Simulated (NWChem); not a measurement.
System: Si3H8O; SMILES [SiH3][SiH]([SiH3])O

Here is an NWChem input.

```
start job
memory heap 200 mb stack 900 mb global 1100 mb
geometry units angstroms noautosym nocenter noautoz
  Si    -0.539720     0.000871    -0.448867
  O     -2.055916    -0.003332     0.273731
  Si     0.697139    -1.925371     0.113151
  Si     0.692552     1.926704     0.124457
  H     -0.795500     0.005100    -1.919298
  H     -2.063526    -0.008485     1.235614
  H      0.900539    -1.982699     1.596185
  H     -0.009086    -3.173557    -0.311194
  H      2.042037    -1.880294    -0.542330
  H      0.901266     1.973235     1.607114
  H      2.035132     1.891269    -0.536358
  H     -0.019482     3.175710    -0.287604
end
basis spherical
  * library 6-31g*
end
dft
  xc hfexch
  iterations 150
  mulliken
end
task dft energy
esp
  recalculate
  probe 0.07
  range 0.3
  factor 1.0
  spacing 0.02
end
task esp
```

Excerpt of the output:

```
             Northwest Computational Chemistry Package (NWChem) 7.3.0
             --------------------------------------------------------

                             Geometry "geometry" -> ""
                             -------------------------

 Output coordinates in angstroms (scale by  1.889725989 to convert to a.u.)

  No.       Tag          Charge          X              Y              Z
 ---- ---------------- ---------- -------------- -------------- --------------
    1 Si                  14.0000    -0.53972000     0.00087100    -0.44886700
    2 O                    8.0000    -2.05591600    -0.00333200     0.27373100
    3 Si                  14.0000     0.69713900    -1.92537100     0.11315100
    4 Si                  14.0000     0.69255200     1.92670400     0.12445700
    5 H                    1.0000    -0.79550000     0.00510000    -1.91929800
    6 H                    1.0000    -2.06352600    -0.00848500     1.23561400
    7 H                    1.0000     0.90053900    -1.98269900     1.59618500
    8 H                    1.0000    -0.00908600    -3.17355700    -0.31119400
    9 H                    1.0000     2.04203700    -1.88029400    -0.54233000
   10 H                    1.0000     0.90126600     1.97323500     1.60711400
   11 H                    1.0000     2.03513200     1.89126900    -0.53635800
   12 H                    1.0000    -0.01948200     3.17571000    -0.28760400

 Effective nuclear repulsion energy (a.u.)     272.5530333784

  xc_inp: hfexch multiplicative factor not found.

                                 NWChem DFT Module
                                 -----------------

 Summary of "ao basis" -> "ao basis" (spherical)
 ------------------------------------------------------------------------------
       Tag                 Description            Shells   Functions and Types
 ---------------- ------------------------------  ------  ---------------------
 Si                          6-31g*                  8       18   4s3p1d
 O                           6-31g*                  6       14   3s2p1d
 H                           6-31g*                  2        2   2s

            General Information
            -------------------
          SCF calculation type: DFT
          Wavefunction type:  closed shell.
          No. of atoms     :    12
          No. of electrons :    58
           Alpha electrons :    29
            Beta electrons :    29
          Charge           :     0
          Spin multiplicity:     1
          Use of symmetry is: off; symmetry adaption is: off
          Maximum number of iterations: 150
          AO basis - number of functions:    84
                     number of shells:    46
          Convergence on energy requested:  1.00D-06
          Convergence on density requested:  1.00D-05
          Convergence on gradient requested:  5.00D-04

              XC Information
              --------------
                     Hartree-Fock (Exact) Exchange  1.000

      Superposition of Atomic Density Guess
      -------------------------------------

 Sum of atomic energies:        -945.19213511

      Non-variational initial energy
      ------------------------------

 Total energy =    -946.402206
 1-e energy   =   -1851.684417
 2-e energy   =     632.729178
 HOMO         =      -0.277667
 LUMO         =       0.005732

     ---------------------------------------------
      Total Density - Mulliken Population Analysis
     ---------------------------------------------

    Atom       Charge   Shell Charges
 -----------   ------   -------------------------------------------------------
    1 Si  14    13.37   2.00  2.00  5.97  0.95  1.53  0.32  0.45  0.14
    2 O    8     9.04   2.00  0.93  3.15  0.91  2.04  0.01
    3 Si  14    13.92   2.00  2.00  5.97  1.01  1.80  0.37  0.68  0.09
    4 Si  14    13.92   2.00  2.00  5.97  1.01  1.80  0.37  0.68  0.09
    5 H    1     1.06   0.47  0.59
    6 H    1     0.45   0.35  0.09
    7 H    1     1.04   0.47  0.58
    8 H    1     1.04   0.47  0.58
    9 H    1     1.04   0.46  0.58
   10 H    1     1.04   0.47  0.58
   11 H    1     1.04   0.46  0.58
   12 H    1     1.04   0.47  0.58

   convergence    iter        energy       DeltaE   RMS-Dens  Diis-err
 ---------------- ----- ----------------- --------- --------- ---------
 d= 0,ls=0.0,diis     1   -946.1970956784 -1.22D+03  7.75D-03  5.01D-01
 d= 0,ls=0.0,diis     2   -946.2604635167 -6.34D-02  2.85D-03  1.61D-01
 d= 0,ls=0.0,diis     3   -946.2774850869 -1.70D-02  1.26D-03  6.82D-03
 d= 0,ls=0.0,diis     4   -946.2790965671 -1.61D-03  2.84D-04  1.41D-04
 d= 0,ls=0.0,diis     5   -946.2791477599 -5.12D-05  7.74D-05  7.03D-06
  Resetting Diis
 d= 0,ls=0.0,diis     6   -946.2791507451 -2.99D-06  1.59D-05  2.94D-07
 d= 0,ls=0.0,diis     7   -946.2791508637 -1.19D-07  2.32D-06  1.90D-08

         Total DFT energy =     -946.279150863740
      One electron energy =    -1855.035223348665
           Coulomb energy =      708.474535861616
    Exchange-Corr. energy =      -72.271496755101
 Nuclear repulsion energy =      272.553033378410

 Numeric. integr. density =        0.000000000000

                       DFT Final Molecular Orbital Analysis
                       ------------------------------------

 Vector   27  Occ=2.000000D+00  E=-4.808752D-01
              MO Center=  7.6D-01,  1.1D-02, -2.3D-01, r^2= 7.9D+00
   Bfn.  Coefficient  Atom+Function         Bfn.  Coefficient  Atom+Function
  ----- ------------  ---------------      ----- ------------  ---------------
    39      0.233553   3 Si px               57     -0.234684   4 Si px
    76     -0.218589   8 H  s                84      0.219589  12 H  s
    78      0.201992   9 H  s                82     -0.202326  11 H  s
    75     -0.169698   8 H  s                83      0.170505  12 H  s
    77      0.156258   9 H  s                81     -0.156466  11 H  s

 Vector   28  Occ=2.000000D+00  E=-4.245253D-01
              MO Center= -1.4D-01,  2.2D-04, -3.5D-01, r^2= 4.2D+00
   Bfn.  Coefficient  Atom+Function         Bfn.  Coefficient  Atom+Function
  ----- ------------  ---------------      ----- ------------  ---------------
    70      0.308522   5 H  s                 7     -0.260405   1 Si px
     9     -0.256089   1 Si pz               69      0.197913   5 H  s
    21      0.185636   2 O  px               10     -0.171354   1 Si s
    25      0.160104   2 O  px               39      0.153506   3 Si px
    40     -0.152670   3 Si py               57      0.153043   4 Si px

 Vector   29  Occ=2.000000D+00  E=-3.689853D-01
              MO Center=  3.6D-02,  1.2D-03, -1.0D-01, r^2= 4.3D+00
   Bfn.  Coefficient  Atom+Function         Bfn.  Coefficient  Atom+Function
  ----- ------------  ---------------      ----- ------------  ---------------
     8      0.393699   1 Si py               40     -0.273392   3 Si py
    58     -0.273522   4 Si py               22     -0.208752   2 O  py
    26     -0.196807   2 O  py               39      0.167782   3 Si px
    57     -0.167275   4 Si px               42     -0.158126   3 Si s
    60      0.158290   4 Si s                 4     -0.143761   1 Si py

 Vector   30  Occ=0.000000D+00  E= 9.904192D-02
              MO Center= -2.8D-01, -1.5D-03, -3.1D-02, r^2= 5.7D+00
   Bfn.  Coefficient  Atom+Function         Bfn.  Coefficient  Atom+Function
  ----- ------------  ---------------      ----- ------------  ---------------
    11      0.721576   1 Si px               24      0.515829   2 O  s
    10      0.465217   1 Si s                43      0.429864   3 Si px
    61      0.428964   4 Si px               78     -0.388431   9 H  s
    82     -0.387387  11 H  s                42     -0.356079   3 Si s
    60     -0.357236   4 Si s                13     -0.316437   1 Si pz

[...]

                     NWChem Electrostatic Potential Fit Module
                     -----------------------------------------

 Atom parameters

 Number of atoms is                                   12
 Number of basis functions is                         84

 Grid parameters

 Maximum number of grid points is                  55164
 Number of grid points is                          55163
 Grid range                                     0.300000 nm
 Grid spacing                                   0.020000 nm
 Probe radius                                   0.070000 nm
 Atom radius factor                             1.000000

 Atomic radii

    1    0.100000
    8    0.136000
   14    0.187000
 FASTESP  F
  using M.O. file = ./job.movecs

    Atom              Coordinates                           Charge

                                                  ESP

    1 Si   -0.053972    0.000087   -0.044887    0.558873
    2 O    -0.205592   -0.000333    0.027373   -0.710896
    3 Si    0.069714   -0.192537    0.011315    0.268226
    4 Si    0.069255    0.192670    0.012446    0.273186
    5 H    -0.079550    0.000510   -0.191930   -0.138379
    6 H    -0.206353   -0.000849    0.123561    0.407099
    7 H     0.090054   -0.198270    0.159619   -0.114620
    8 H    -0.000909   -0.317356   -0.031119   -0.095438
    9 H     0.204204   -0.188029   -0.054233   -0.116854
   10 H     0.090127    0.197324    0.160711   -0.115856
   11 H     0.203513    0.189127   -0.053636   -0.118178
   12 H    -0.001948    0.317571   -0.028760   -0.097163
                                            ------------
                                                0.000000

 Dipole moment                                  0.447298

 Quadrupole moment Qxx                         -6.081996
                   Qyy                         -2.927065
                   Qzz                          9.009061

 RMS deviation kJ/mol                           0.053038

 RRMS %                                        30.784571
```

Level: Hartree-Fock/6-31G* (spherical d). Geometry: optimised at PBE0/def2-SVP.
